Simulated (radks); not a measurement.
Question: W2+, configuration [Xe] 4f14 5d(up 2, down 2) (spins set by hand, not the high-spin state). Method: scalar-relativistic Kohn-Sham, SCAN, spin-polarised, spherical densities, finite nucleus; meta-GGA in the generalised Kohn-Sham scheme; Fermi nuclear charge, rms radius 5.3658 fm; computed with a radial shooting solver on a logarithmic mesh with Libxc functionals. Some entries of the table are withheld. Estimate them.

orbital,occ.,eigenvalue (eV),<r> (bohr),<1/r> (bohr^-1)
1s,2,-69576.59,0.01835,87.05
2s,2,-12048.55,0.07753,20.38
2p,6,-10536.11,0.06943,18.45
3s,2,-2798.946,0.2008,7.552
3p,6,-2348.202,0.2012,6.966
3d,10,-1828.849,0.1825,6.573
4s,2,(1),0.4494,(2)
4p,6,-447.2168,0.4776,2.911
4d,10,-258.2837,0.5113,2.589
5s,2,-96.4631,1.067,(3)
5p,6,-60.0590,1.248,1.051
4f,14,-49.8442,0.6073,2.084
5d,4,(4),1.868,0.6922

Answer: 
(1) 4s eigenvalue (eV): -595.7520
(2) 4s <1/r> (bohr^-1): 3.200
(3) 5s <1/r> (bohr^-1): 1.251
(4) 5d eigenvalue (eV): -19.8221
